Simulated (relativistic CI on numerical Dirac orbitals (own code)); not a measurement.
## W XXIII: q coefficients and field-shift factors

These numbers are calculated, not measured: Dirac-Coulomb-Breit CI, separate exchange-only KLI orbitals for each configuration, derivatives by finite differences, unscaled Slater integrals, QED left out (own radial code, finite nucleus).

CI space (outside the closed core [Kr] 4d10): 4f⁶, 4f⁵5s, 4f⁴5s². Levels of other configurations are missing.

With x = (α/α₀)² − 1 an excitation energy changes as ω = ω₀ + qx; K = 2q/ω₀ is the relative enhancement. Terms are leading LS components, so labels can repeat. The field-shift factor is F = δν/δ⟨r²⟩ for the transition from the lowest level.

Lowest level 4f⁶ ⁷F0.

| Level | ω₀ (cm⁻¹) | q (cm⁻¹) | K | F (GHz/fm²) |
| --- | --- | --- | --- | --- |
| 4f⁶ ⁷F1 | 5202.4 | 12720 | 4.89 | 0.513 |
| 4f⁶ ⁷F2 | 11060.3 | 22650 | 4.1 | 0.933 |
| 4f⁶ ⁷F3 | 16656.3 | 29590 | 3.55 | 1.24 |
| 4f⁶ ⁷F4 | 21770.4 | 34250 | 3.15 | 1.47 |
| 4f⁶ ⁷F5 | 26251.5 | 36810 | 2.8 | 1.61 |
| 4f⁶ ⁷F6 | 29742.5 | 36080 | 2.43 | 1.63 |
| 4f⁶ ⁷F0 | 37461.2 | 9704 | 0.518 | 0.738 |
| 4f⁶ ⁵D1 | 49895.6 | 23290 | 0.933 | 1.35 |
| 4f⁶ ⁵L6 | 59082.2 | 8931 | 0.302 | 0.917 |
| 4f⁶ ⁵D2 | 62439.7 | 32570 | 1.04 | 1.82 |
| 4f⁶ ⁵L7 | 68675.6 | 24430 | 0.711 | 1.57 |
| 4f⁶ ⁵G2 | 69565.6 | 16930 | 0.487 | 1.32 |
| 4f⁶ ⁵G5 | 71290.6 | 22720 | 0.637 | 1.54 |
| 4f⁶ ⁵L6 | 71362.3 | 27870 | 0.781 | 1.73 |
| 4f⁶ ⁵G3 | 71489.6 | 21770 | 0.609 | 1.51 |
| 4f⁶ ⁵G4 | 72906.2 | 25390 | 0.697 | 1.65 |
| 4f⁶ ⁵D3 | 74585.0 | 36260 | 0.972 | 2.07 |
| 4f⁶ ⁵L8 | 74670.4 | 31900 | 0.855 | 1.91 |
| 4f⁶ ⁵L10 | 77950.0 | 30030 | 0.77 | 1.9 |
| 4f⁶ ⁵L9 | 78368.6 | 35560 | 0.907 | 2.09 |
| 4f⁶ ⁵D4 | 84336.5 | 28510 | 0.676 | 1.88 |
| 4f⁶ ⁵H7 | 84408.2 | 32060 | 0.76 | 2.01 |
| 4f⁶ ⁵D0 | 84555.9 | 28120 | 0.665 | 1.88 |

At this charge energies of transitions that change n are usually good to better than 1 %, and those within a shell (Δn = 0) to a few per cent. Terms inside the open d or f shell come out 10 to 20 % too wide with unscaled integrals.
